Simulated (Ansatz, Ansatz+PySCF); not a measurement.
```xyz
6

C     0.0000    0.0263   -0.8204
C     0.0000   -0.0263    0.8204
O     0.0000    1.1494   -1.4659
O     0.0000   -1.1494    1.4659
H     0.0000   -1.0585   -1.3526
H     0.0000    1.0585    1.3526
```

Basis set: def2-SVP (spherical functions). Frozen core: 4 orbitals. Charge 0, multiplicity 1.

Computed with Ansatz (development build ahead of 0.2.0); each method stands on the lowest determinant of its kind that the runs found. Restricted open shells among the atoms or ions are ROHF, correlated in semicanonical orbitals with singles.

**Question.** Give the atomization energy at this shape (free ground-state atoms in the same class of orbitals less the molecule, no zero-point energy) of singlet C2H2O2 by RHF-CCSD(T), RHF-MP2, UHF-MP2, UHF, RHF.

**Answer.**

```csv
method,atomization energy
RHF-CCSD(T),25.26 eV
RHF-MP2,26.13 eV
UHF-MP2,24.51 eV
UHF,17.16 eV
RHF,17.30 eV
```

Caution: the shape is not the minimum. Caution for RHF-CCSD(T), RHF-MP2, RHF: an unrestricted determinant lies well below. Caution for UHF-MP2: another reference gives a lower total. Caution for UHF-MP2, UHF: the determinant breaks the point group; the unrestricted determinant is spin contaminated.
